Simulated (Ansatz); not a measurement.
Reaction (SMILES): [SeH] (SeH) → [SeH-] (an electron is taken up)
B3LYP-D3(BJ)/def2-TZVP geometries, fixed; electronic energies without zero-point terms; positive where energy is released.

Energies in hartree at MP2 with Ansatz (an electronic-structure program); the adiabatic electron affinity is their sum with the coefficients shown, times 27.2114 eV a hartree. All functions are spherical. Cores are frozen (with 3d on Ga to Br). Open shells are unrestricted. No added dispersion term, no relativity.

| species | coefficient | part | aug-cc-pVDZ | aug-cc-pVTZ | aug-cc-pVQZ |
|---|---|---|---|---|---|
| [SeH] (SeH) | +1 | Hartree-Fock | -2400.38128 | -2400.45520 | -2400.45814 |
| [SeH] (SeH) | +1 | correlation | -0.10447 | -0.13529 | -0.14650 |
| [SeH-] | -1 | Hartree-Fock | -2400.42705 | -2400.49909 | -2400.50194 |
| [SeH-] | -1 | correlation | -0.13783 | -0.17453 | -0.18844 |

Question: Predict the adiabatic electron affinity in aug-cc-pV5Z (X = 5): let each Hartree-Fock step shrink by the ratio of the last two, and fit each correlation energy at X = 3 and 4 to E + A/X^3. Compare with the run.

Answer: 
- [SeH] (SeH): steps -0.07392 and -0.00294, ratio 0.040, so Hartree-Fock -2400.45826 (run: -2400.45850); A = (-0.13529 - (-0.14650))/(1/27 - 1/64) = 0.5235, correlation -0.14650 - A/64 + A/125 = -0.15049 (run: -0.15155).
- [SeH-]: steps -0.07204 and -0.00285, ratio 0.040, so Hartree-Fock -2400.50205 (run: -2400.50224); A = (-0.17453 - (-0.18844))/(1/27 - 1/64) = 0.6496, correlation -0.18844 - A/64 + A/125 = -0.19339 (run: -0.19461).
Predicted 2.359 eV; the run in aug-cc-pV5Z gives 2.362, a miss of -0.003. Keeping the value in aug-cc-pVQZ, 2.333, would miss by -0.029. All sums are of the energies as printed.
